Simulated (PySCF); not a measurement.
**Radial density of Yb(3+) (ytterbium, charge +3)**

UHF, [Xe] 4f13, 2F determinant. Calculation: PySCF 2.14, in ANO-RCC-VTZP (8s7p5d3f2g1h, 104 functions); the spin-free X2C one-electron Hamiltonian (Gaussian nucleus).

| r (bohr) | 4πr²ρ (e/bohr) | 4πr²(ρα − ρβ) |
| --- | --- | --- |
| 0.0195 | 87.66 | 0.0008 |
| 0.0329 | 89.74 | 0.0020 |
| 0.0553 | 125.6 | 0.0026 |
| 0.0930 | 101.6 | 0.0111 |
| 0.156 | 112.8 | 0.1330 |
| 0.263 | 66.77 | 0.7195 |
| 0.443 | 65.43 | 1.5205 |
| 0.744 | 31.10 | 1.0320 |
| 1.25 | 11.44 | 0.2206 |
| 2.11 | 1.938 | -0.0013 |
| 3.54 | 0.02785 | -0.0005 |
| 5.96 | 8.647e-05 | 0.0000 |
| 10.0 | 3.095e-05 | 0.0000 |

Densities and radii are taken from the X2C orbitals without a picture-change correction, which distorts them close to the nucleus.

Spin-orbit coupling, absent here, splits the open shell strongly.
